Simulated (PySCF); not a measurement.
Several species in one continuum solvent.

All values: CAM-B3LYP/def2-SVPD (PySCF, non-relativistic), each on one gas-phase PBE0-D3(BJ)/def2-SVP geometry that isn't relaxed in the solvent. The solvent is an IEF-PCM continuum (van der Waals radii × 1.2). Specific hydrogen bonds and non-electrostatic terms are outside this model. Spin–orbit coupling is left out although an atom past zinc is present.

Question: Order them by E(solvent) − E(gas) in chloroform (ε = 4.711), most negative first (kJ/mol).
A. `[CH2:1]=[N:2]/[CH:3]=[CH:4]\[F:5]` with C1–N2–C3–C4 180°
B. `[H]/[N:1]=[CH:2]/[CH:3]=[CH:4]\[F:5]` with N1–C2–C3–C4 -179°
C. `[CH3:1][C@H:2]1[CH2:3][CH2:4][CH2:5][GeH2:6][CH2:7]1` with C1–C2–C3–C4 -169°, C2–C3–C4–C5 -68°, C3–C4–C5–Ge6 55°, C4–C5–Ge6–C7 -43°
D. `[CH2:1]=[C:2]([CH3:3])/[CH:4]=[C:5](\[Cl:6])[CH2:7][C:8]#[N:9]` with C1–C2–C4–C5 180°, C4–C5–C7–C8 118°

Answer: D (-25.1), B (-17.4), A (-15.7), C (-2.7).

```
                    SMILES  charge  ΔE (kJ/mol)  polarisation term (kJ/mol)  HOMO shift (eV)  dipole gas (D)  dipole solvent (D)  atoms  lowest singlet, gas (eV)  lowest singlet, solvent (eV)
       C=C(C)/C=C(\Cl)CC#N       0        -25.1                       -29.4            +0.22            4.55                5.58     17                      5.40                          5.21
             [H]/N=C/C=C\F       0        -17.4                       -19.7            +0.08            1.25                1.69      9                      4.83                          4.94
                 C=N/C=C\F       0        -15.7                       -18.6            +0.05            2.80                3.50      9                      4.53                          4.63
C[C@H]1CC[CH2][GeH2][CH2]1       0         -2.7                        -2.9            +0.13            0.71                0.89     21                      7.37                          7.35
```

The polarisation term is half the interaction of the solute with the induced surface charges. Singlets are vertical TDDFT energies (frozen core, non-equilibrium response), the lowest in each medium.
